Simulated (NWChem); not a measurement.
Species: Si2H4OCl2; SMILES Cl[SiH](Cl)[SiH2]O

```xyz
9

O      0.3660     2.8248     0.1356
Si    -0.8041     1.6996    -0.2464
Si    -0.0535    -0.3797     0.5380
Cl    -1.1137    -1.9313    -0.3250
Cl     1.9327    -0.4544    -0.0883
H      1.2692     2.5778    -0.0921
H     -1.0263     1.5504    -1.7183
H     -2.0643     2.1339     0.4139
H     -0.0460    -0.6053     2.0088
```
Atoms are numbered in this order, from 1.

Level: PBE0/def2-SVP (NWChem), optimised geometry, unscaled harmonic frequencies. 

List the harmonic frequencies with IR intensities, and the thermochemistry.


```tsv
frequency (cm⁻¹)	IR intensity (km/mol)
38	5.6
68	1.3
134	9.1
176	5.2
209	4.0
306	125.9
411	29.9
516	20.5
540	44.5
583	104.3
707	70.3
747	217.2
790	92.7
823	111.0
892	198.2
908	55.2
942	85.8
2220	94.6
2256	77.1
2270	103.2
3903	94.1
```

zero-point energy: 27.8 kcal/mol
thermal correction to the enthalpy at 298.15 K (with zero-point energy): 33.5 kcal/mol
heat capacity Cv: 26.4 cal/(mol K)
entropy at 298.15 K and 1 atm (symmetry number 1): 92.2 cal/(mol K)
dipole moment: 0.61 D

Rigid rotor and harmonic oscillator; modes under 100 cm⁻¹ make the entropy uncertain.
